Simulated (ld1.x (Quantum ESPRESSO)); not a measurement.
chromium: PAW pseudisation with PBE, non-relativistic reference atom.

Input for ld1.x (Quantum ESPRESSO) 7.5:

```
&input
   title='Cr', zed=24., rel=0, dft='PBE', iswitch=3,
   config='[Ar] 3d5.5 4s0.5 4p0',
   nld=3, rlderiv=3.60, eminld=-5.0, emaxld=5.0, deld=0.02
 /
 &inputp
   pseudotype=3, lpaw=.true., tm=.true., lloc=-2, rcloc=1.75,
   nlcc=.true., new_core_ps=.true.,
   which_augfun='BESSEL', rmatch_augfun=1.45,
   file_pseudopw='Cr.UPF', file_wfcaegen='ae.wfc', file_wfcncgen='nc.wfc', file_beta='beta', file_chi='chi', file_wfcusgen='us.wfc'
 /
6
4S  1  0   0.50   0.00  2.60  3.30  0.0
4S  1  0   0.00   2.45  2.60  3.30  0.0
3P  2  1   6.00   0.00  1.80  1.90  0.0
4P  3  1   0.00   0.00  1.80  1.90  0.0
3D  3  2   5.50   0.00  1.75  2.30  0.0
3D  3  2   0.00   1.00  1.75  2.30  0.0
 &test
   configts(1)='3p6 3d5.5 4s0.5 4p0'
 /
```

Command:

```bash
ld1.x < Cr.in > Cr.out
```

Output (shortened: banner, matrices, multipoles, cross overlaps and the repeated all-electron block are left out):

```
Program LD1 v.7.5
     --------------------------- All-electron run ----------------------------

     Cr

     atomic number is 24.00
     dft =PBE   lsd =0 sic =0 latt =0  beta=0.20 tr2=1.0E-14
     Exchange-correlation= PBE
                           (   1   4   3   4   0   0   0)
     mesh =1183 r(mesh) =  99.18097 a.u. xmin = -7.00 dx = 0.01250
     1 Ry =  13.60569312 eV

     n l     nl                  e(Ry)          e(Ha)          e(eV)
     1 0     1S 1( 2.00)      -428.6990      -214.3495     -5832.7474
     2 0     2S 1( 2.00)       -48.2374       -24.1187      -656.3037
     2 1     2P 1( 6.00)       -40.9747       -20.4873      -557.4885
     3 0     3S 1( 2.00)        -5.2288        -2.6144       -71.1421
     3 1     3P 1( 6.00)        -3.2177        -1.6088       -43.7786
     3 2     3D 1( 5.50)        -0.1451        -0.0725        -1.9740
     4 0     4S 1( 0.50)        -0.2647        -0.1324        -3.6015
     4 1     4P 1( 0.00)        -0.0631        -0.0315        -0.8580

     final scf error:  2.0E-16 reached in  34 iterations

     Etot =   -2088.016568 Ry,   -1044.008284 Ha,  -28408.912657 eV

     Ekin =    2086.223992 Ry,    1043.111996 Ha,   28384.523423 eV
     Encl =   -4963.846917 Ry,   -2481.923459 Ha,  -67536.577868 eV
     Eh   =     886.278971 Ry,     443.139485 Ha,   12058.439698 eV
     Exc  =     -96.672613 Ry,     -48.336307 Ha,   -1315.297910 eV

     normalization and overlap integrals

     s(1S/1S) =  1.000000  <r> =   0.0642  <r2> =    0.0055  r(max) =   0.0422
     s(2S/2S) =  1.000000  <r> =   0.2960  <r2> =    0.1034  r(max) =   0.2458
     s(2P/2P) =  1.000000  <r> =   0.2609  <r2> =    0.0837  r(max) =   0.1988
     s(3S/3S) =  1.000000  <r> =   0.9118  <r2> =    0.9612  r(max) =   0.7862
     s(3P/3P) =  1.000000  <r> =   0.9725  <r2> =    1.1192  r(max) =   0.8061
     s(3D/3D) =  1.000000  <r> =   1.6309  <r2> =    4.0228  r(max) =   0.8474
     s(4S/4S) =  1.000000  <r> =   3.5788  <r2> =   15.0230  r(max) =   2.8489
     s(4P/4P) =  1.000000  <r> =   5.6342  <r2> =   38.4640  r(max) =   4.1973

     ------------------------ End of All-electron run ------------------------

     --------------------- Generating PAW atomic setup --------------------

      Generating local potential from pseudized AE potential:
      Matching radius rcloc =   1.7500
      Enforcing V''(0)=0 (lloc=-2)

      Local pseudo, rcloc= 1.772 Estimated cut-off energy=    10.27 Ry

      Computing core charge for nlcc:

       r > 0.46 : true rho core
      Core charge pseudized with two Bessel functions
      Integrated core pseudo-charge :   8.25
      Wfc-us  4S rcutus= 3.310  Estimated cut-off energy=     4.22 Ry
      Wfc-us  4S rcutus= 3.310  Estimated cut-off energy=    10.83 Ry
      Wfc-us  3P rcutus= 1.910  Estimated cut-off energy=    23.66 Ry
      Wfc-us  4P rcutus= 1.910  Estimated cut-off energy=    44.90 Ry
      Wfc-us  3D rcutus= 2.275  Estimated cut-off energy=    22.34 Ry
      Wfc-us  3D rcutus= 2.275  Estimated cut-off energy=    41.48 Ry

     Required augmentation: BESSEL   radius:    1.450000
     Suggested rho cutoff for augmentation:  47.19 Ry

     Estimated PAW energy = -197.024502 Ryd

     ------------------- End of pseudopotential generation -------------------

     Computing logarithmic derivative in   3.59023
     Computing logarithmic derivative in   3.59023
     Computing the partial wave expansion
     R is outside the sphere for l=    0 j= 0.00
     R is outside the sphere for l=    0 j= 0.00
     R is outside the sphere for l=    1 j= 0.00
     R is outside the sphere for l=    1 j= 0.00
     R is outside the sphere for l=    2 j= 0.00
     R is outside the sphere for l=    2 j= 0.00

     ---------------------- Testing the pseudopotential ----------------------

     Cr

     atomic number is 24.00   valence charge is 12.00
     dft = SLA  PW   PBX  PBC   lsd =0 sic =0 latt =0  beta=0.20 tr2=1.0E-14
     mesh =1183 r(mesh) =  99.18097 xmin = -7.00 dx = 0.01250

     n l     nl             e AE (Ry)        e PS (Ry)    De AE-PS (Ry)
     2 1     3P   1( 6.00)       -3.21766       -3.21760       -0.00007
     3 2     3D   1( 5.50)       -0.14509       -0.14503       -0.00006
     1 0     4S   1( 0.50)       -0.26471       -0.26467       -0.00004
     3 1     4P   1( 0.00)       -0.06306       -0.06302       -0.00004

     eps = 2.4E-15  iter =  9

     Etot =   -2088.016568 Ry,   -1044.008284 Ha,  -28408.912657 eV
     Etotps =  -197.024481 Ry,     -98.512241 Ha,   -2680.654629 eV

     Ekin =     156.712776 Ry,      78.356388 Ha,    2132.185937 eV
     Encl =    -361.222027 Ry,    -180.611013 Ha,   -4914.676047 eV
     Ehrt =     104.157442 Ry,      52.078721 Ha,    1417.134194 eV
     Ecxc =     -96.672672 Ry,     -48.336336 Ha,   -1315.298714 eV
     (Ecc =     -29.543994 Ry,     -14.771997 Ha,    -401.966514 eV)

     ---------------------- End of pseudopotential test ----------------------
```

Generation and configuration tests took about 1.4 s on one core of a shared server CPU.

Transferability test of the new file with ld1.x, input:

```
&input
   title='Cr', zed=24., rel=0, dft='PBE', iswitch=2,
   config='[Ar] 3d5.5 4s0.5 4p0'
 /
 &test
   file_pseudo='Cr.UPF', nconf=8,
   configts(1)='3p6 3d5.5 4s0.5 4p0',
   configts(2)='3p6 3d5 4s1 4p0',
   configts(3)='3p6 3d5 4s0 4p0',
   configts(4)='3p6 3d4 4s0 4p0',
   configts(5)='3p5 3d5 4s1 4p0',
   configts(6)='3p6 3d6 4s0 4p0',
   configts(7)='3p6 3d3 4s0 4p0',
   configts(8)='3p6 3d2 4s0 4p0'
 /
```

```bash
ld1.x < Cr.test.in > Cr.test.out
```

Pseudopotential blocks of its output, shortened (energy terms left out):

```
     ---------------------- Testing the pseudopotential ----------------------

     n l     nl             e AE (Ry)        e PS (Ry)    De AE-PS (Ry)
     2 1     3P   1( 6.00)       -3.21766       -3.21760       -0.00007
     3 2     3D   1( 5.50)       -0.14509       -0.14503       -0.00006
     1 0     4S   1( 0.50)       -0.26471       -0.26467       -0.00004
     3 1     4P   1( 0.00)       -0.06306       -0.06302       -0.00004

     eps = 2.4E-15  iter =  9

     Etot =   -2088.016565 Ry,   -1044.008283 Ha,  -28408.912623 eV
     Etotps =  -197.024481 Ry,     -98.512241 Ha,   -2680.654629 eV

     ---------------------- End of pseudopotential test ----------------------
```

The test run then stopped with an error in new_paw_hamiltonian: “negative rho”.
